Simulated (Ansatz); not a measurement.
Species: sum formula AlO₂ClH₂, charge 0, multiplicity 1. 
Structure (B3LYP-D3(BJ)/def2-TZVP (Ansatz, a program for electronic structure) minimum search):
```
Al
O 1 1.6845
H 2 0.9586 1 122.89
O 1 1.6882 2 120.46 3 0.00
H 4 0.9581 1 123.77 2 -180.00
Cl 1 2.0901 2 118.08 3 -180.00
```

Dipole moments at this geometry, in debye (magnitudes).

| level | program | dipole (D) |
|---|---|---|
| SVWN5/def2-TZVPD | Ansatz | 1.73 |
| PBE/def2-TZVPD | Ansatz | 1.70 |
| BLYP/def2-TZVPD | Ansatz | 1.69 |
| r2SCAN/def2-TZVPD | Ansatz | 1.75 |
| B97M-V/def2-TZVPD | Ansatz | 1.72 |
| B3LYP/def2-TZVPD | Ansatz | 1.73 |
| BHLYP/def2-TZVPD | Ansatz | 1.78 |
| CAM-B3LYP/def2-TZVPD | Ansatz | 1.77 |
| LC-wPBE/def2-TZVPD | Ansatz | 1.81 |
| CCSD(T)/aug-cc-pV(D+d)Z | Ansatz | 1.72 |
